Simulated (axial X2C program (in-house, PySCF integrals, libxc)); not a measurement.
## InBr⁻: cheaper levels and CCSD(T), 2c

Calculated with an in-house all-electron X2C program for linear molecules (integrals from PySCF). Two-component (2c) means X2C with spin–orbit coupling and atomic mean-field two-electron Coulomb and Gaunt terms. Basis: In dyall-acv3z [12s13p10d5f1g], Br dyall-acv3z [9s10p7d5f1g] (cores contracted in-house); Gaussian nuclei, density fitting, unrestricted open shells. Masses: In 114.904 u, Br 78.918 u.

State: Ω = 1/2 (⟨Sz⟩ = -0.50, ⟨Lz⟩ = 1.00 at HF); fragments In + Br-.

```tsv
level	Re (Å)	ωe (cm⁻¹)	De (eV)
PBE0	2.743	148.5	n/a
HF	2.831	126.3	0.752
MP2	2.778	145.1	1.10
CCSD	2.795	140.3	1.07
PBE50	2.728	151.3	n/a
```

Correlated methods: 11 electrons correlated (number of frozen shells: In 4 s, 3 p, 2 d; Br 3 s, 2 p, 1 d), 337 virtual spin orbitals or spinors in MP2, 90 natural virtuals in coupled cluster.

CCSD(T), same Hamiltonian and basis:

Re = 2.791 Å, ωe = 142.7 cm⁻¹, De = 1.10 eV; T1 = 0.011 (Lee–Taylor normalisation).

Question: Give the differences from CCSD(T) in the columns below.

Answer: 

```json
{"level": "PBE0", "ΔRe (Å)": "-0.048", "Δωe (cm⁻¹)": "5.8", "ΔDe (eV)": "n/a"}
{"level": "HF", "ΔRe (Å)": "0.040", "Δωe (cm⁻¹)": "-16.4", "ΔDe (eV)": "-0.35"}
{"level": "MP2", "ΔRe (Å)": "-0.013", "Δωe (cm⁻¹)": "2.4", "ΔDe (eV)": "0.00"}
{"level": "CCSD", "ΔRe (Å)": "0.004", "Δωe (cm⁻¹)": "-2.4", "ΔDe (eV)": "-0.03"}
{"level": "PBE50", "ΔRe (Å)": "-0.063", "Δωe (cm⁻¹)": "8.6", "ΔDe (eV)": "n/a"}
```

Occupations by symmetry block were frozen at the best pattern of an incomplete PBE0 search. Dissociation energies refer to the lowest single-determinant-based atoms at the same level and basis. De is not given where an atomic determinant may have missed its ground term or J level, or where the truncated virtual space spoils (T). Density functionals use the spin component along the axis (collinear). CCSD and (T) use frozen natural virtuals with an MP2 correction for the truncation; (T) itself is uncorrected, so its De runs slightly low. The functionals have no current-density term, which raises determinants with orbital currents, atoms included. The highest occupied level of some functionals is positive through self-interaction error; at Hartree–Fock it is bound. With the outer-core shells frozen, correlated bond lengths of heavy atoms tend to come out a few hundredths of an ångström too long. Hartree–Fock gets electron affinities wrong, so its lowest charge split need not be the true one.
